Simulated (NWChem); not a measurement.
# Correlation energy of HAl

```xyz
2

Al     0.0000     0.0000     0.1203
H      0.0000     0.0000    -1.5639
```
Charge 0, spin multiplicity 1.

Program: NWChem. Structure: optimised with PBE/def2-SVP, a minimum by its harmonic frequencies.

Basis set: cc-pVDZ. Each correlation energy counts from its own Hartree-Fock reference.

The correlated methods keep 5 core orbitals frozen. The structure started from a generated list of species. Coupled-cluster values serve here as a point of comparison, not as the truth.

```json
[
 {"method": "RI-MP2", "correlation energy (mHa)": "-51.7"},
 {"method": "CR-CCSD[T]", "correlation energy (mHa)": "-74.6"},
 {"method": "CR-CCSD(T)", "correlation energy (mHa)": "-74.6"},
 {"method": "MP2", "correlation energy (mHa)": "-51.8"},
 {"method": "SCS-MP2", "correlation energy (mHa)": "…"},
 {"method": "CCSDT", "correlation energy (mHa)": "…"},
 {"method": "CCSD", "correlation energy (mHa)": "-73.7"},
 {"method": "CCSD+T(CCSD)", "correlation energy (mHa)": "-74.7"},
 {"method": "CCSD(T)", "correlation energy (mHa)": "-74.7"}
]
```

Q: Some entries are withheld; supply them.

A: 
- SCS-MP2, correlation energy (mHa): -59.9
- CCSDT, correlation energy (mHa): -75.0
